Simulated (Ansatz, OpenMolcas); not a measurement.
**Worked example: vertical ionisation energy of AlClF2 (SMILES [F][Al]([F])[Cl])**

AlClF2: 4 atoms, total charge 0, spin state singlet. As SMILES, `[F][Al]([F])[Cl]`. The shape is that of a PBE0-D4/def2-TZVP optimisation.

```xyz
4

F     0.9972    0.7218    1.1496
Al    0.0693   -0.0508    0.0536
F     0.2735   -1.6538   -0.1647
Cl   -1.3400    0.9828   -1.0386
```

Both states at this one shape; open shells run unrestricted unless said. 1 Eh = 27.2114 eV.

| level | program | singlet AlClF2 (Eh) | doublet [AlClF2]+ (Eh) |
| --- | --- | --- | --- |
| BP86/ANO-RCC-VDZP (DKH2) | OpenMolcas | -904.729660 | -904.270203 |
| MP2/pcseg-0, 12 core orbitals frozen | Ansatz | -899.376475 | -898.914547 |

Q: Work out the vertical ionisation energy at each level.

A: 
1. BP86/ANO-RCC-VDZP (DKH2): -904.270203 − (-904.729660) = 0.459457 Eh = 12.50 eV.
2. MP2/pcseg-0: -898.914547 − (-899.376475) = 0.461928 Eh = 12.57 eV.

No measured value is set beside it here; the levels span 12.50 to 12.57 eV.
